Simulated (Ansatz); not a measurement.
Consider the ligand exchange at the Si–O bond: `C[O][Zn][O][SiH3]` + `[NH2][GaH][SiH3]` → `[SiH3][NH][GaH][SiH3]` + `C[O][Zn][OH]`.

Calculated with Ansatz (gas phase, PBE0-D4/def2-TZVP geometries, no zero-point term in ΔE). CBS: MP2 limit from def2 TZ/QZ plus the TZ coupled-cluster correction, frozen cores. Functionals use def2-TZVPP. B3LYP here is the variant with VWN-RPA as its local correlation; programs differ in this. For Ga, Zn outer-core shells are correlated without core-valence functions, which leaves a few kJ/mol of doubt a bond. Scalar relativity is left out up to krypton. One conformer a species, not always the lowest.

`C[O][Zn][O][SiH3]`:

```xyz
11

C     0.164   -1.577   -2.411
O     0.402   -1.812   -1.049
Zn    0.033   -0.703    0.267
O    -0.310    0.249    1.700
Si   -0.181    1.744    2.320
H     0.719   -0.711   -2.795
H    -0.899   -1.424   -2.637
H     0.497   -2.456   -2.973
H    -0.386    1.687    3.791
H    -1.200    2.662    1.736
H     1.162    2.339    2.052
```

`[NH2][GaH][SiH3]`:

Cartesian coordinates in Å:
```
N -0.548 -1.786 0.640
Ga -0.214 -0.025 0.933
Si 0.503 1.278 -0.954
H -0.853 -2.429 1.351
H -0.451 -2.237 -0.255
H -0.432 0.464 2.406
H -0.444 2.397 -1.221
H 0.596 0.456 -2.193
H 1.843 1.882 -0.708
```

`[SiH3][NH][GaH][SiH3]`:

Cartesian coordinates in Å:
```
Si -1.521 -1.881 0.814
N -0.601 -0.737 -0.092
Ga 0.492 0.602 0.533
Si 1.589 1.966 -1.117
H -2.982 -1.776 0.537
H -1.123 -3.286 0.515
H -1.279 -1.604 2.253
H -0.667 -0.806 -1.098
H 0.588 0.705 2.093
H 1.230 1.543 -2.500
H 1.206 3.397 -0.960
H 3.069 1.877 -0.978
```

`C[O][Zn][OH]`:

```xyz
8

C     1.421    0.504   -0.366
O     0.609   -0.636   -0.306
Zn   -1.034   -0.694    0.331
O    -2.633   -0.912    1.049
H     2.387    0.218   -0.796
H     1.619    0.940    0.623
H     1.000    1.294   -1.002
H    -3.369   -0.715    0.467
```

| level | ΔE (kJ/mol) |
| --- | --- |
| r2SCAN-D4 | 52.2 |
| B3LYP-D4 | 51.7 |
| B2PLYP | 55.3 |
| r2SCAN | 52.8 |
| PBE0 | 50.5 |
| B3LYP | 56.0 |
| SCS-MP2/def2-TZVPP | 55.1 |
| CCSD/def2-TZVPP | 55.6 |

Problem. What does CCSD(T)/CBS give? (Estimate.)

Solution. Computed: +52.5 kJ/mol. The listed levels differ from it by -0.3, -0.8, 2.8, 0.3, -2.0, 3.5, 2.6, 3.1 kJ/mol.

Largest T1 diagnostic among the species: 0.017.

From PBE to PBE0 (25 % exact exchange), in def2-TZVPP and without D4, ΔE moves by +5.3 kJ/mol. In def2-TZVPP, CCSD(T) changes the Hartree–Fock value by −18.2 kJ/mol (the triples alone add −2.8 kJ/mol) and MP2 by −19.5 kJ/mol.
